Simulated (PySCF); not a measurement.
# Si (silicon, neutral) across methods

[Ne] 3s2 3p1 3d1, one real determinant (an excited configuration). Calculation: PySCF 2.14, in aug-cc-pCVTZ-DK with one added diffuse shell each of s, p, d, f type (9s8p6d4f, 91 functions); scalar relativity by spin-free X2C-1e.

```csv
method,E (hartree),mean ε 3s β (eV),mean ε 3p α (eV),mean ε 3d α (eV),Σ⟨r²⟩ (bohr²),⟨S²⟩
r2SCAN,-289.7274,-13.982,-8.139,-0.875,75.32,2.008
TPSSh,-289.7751,-14.292,-8.516,-0.998,76.73,2.006
LDA,-288.6006,-13.812,-7.576,-0.880,72.65,2.001
UHF,-289.23830,-17.783,-12.339,-1.617,90.61,2.015
PBE0,-289.6427,-14.989,-8.983,-1.215,77.18,2.005
PBE,-289.6256,-13.707,-7.710,-0.960,73.63,2.003
MN15,-289.7610,-14.889,-8.713,-0.963,67.68,2.002
wB97X,-289.7442,-17.775,-11.476,-1.772,84.77,2.005
BP86,-289.8016,-13.874,-7.751,-1.058,73.51,2.003
```

⟨L²⟩ = 8.03 against 12 for a pure F term, so this real determinant mixes terms. The outer electron is Rydberg-like, and this basis confines it to a smaller radius and binds it less than a complete one would.
